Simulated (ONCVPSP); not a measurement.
**Pseudopotential generation for sulfur: ONCV, PBE, scalar-relativistic.**

ONCVPSP 4.0.1 input, shortened (lines: element, Z, core and valence counts, functional; n l f; lmax; l rc ep ncon nbas qcut; lloc lpopt rc5 dvloc0; l nproj debl; icmod fcfact rcfact), PBE, scalar-relativistic:

```
  S 16.00    3    2        4      upf
    1    0    2.00
    2    0    2.00
    2    1    6.00
    3    0    2.00
    3    1    2.00
    2
    0    1.10    0.00    5    9    6.50
    1    1.60    0.00    3    6    6.00
    2    1.10    0.20    5    8    8.90
    2    5    1.10    0.00
    0    2    2.10
    1    1    3.50
    2    0    3.60
    0    0.00    0.00
```

What the tests gave:

```json
{
  "Cutoffs needed": "165 Ha and 192 Ha (the cutoffs (Ha) at which the residual kinetic energy of the hardest occupied pseudo-wave falls to 1 and 0.1 mHa per electron)",
  "Ghost test": "ghosts flagged at negative energy: s at -278.5 eV; GHOST(+) flagged for s at 122.5 eV; a true bound ghost makes a file unfit for plane-wave use",
  "Largest excitation error": "+27 meV (all-electron minus pseudo) for 3s1 3p4, out of 4 test configurations"
}
```

Generation and tests took about 2.1 s on one core of a shared server CPU.
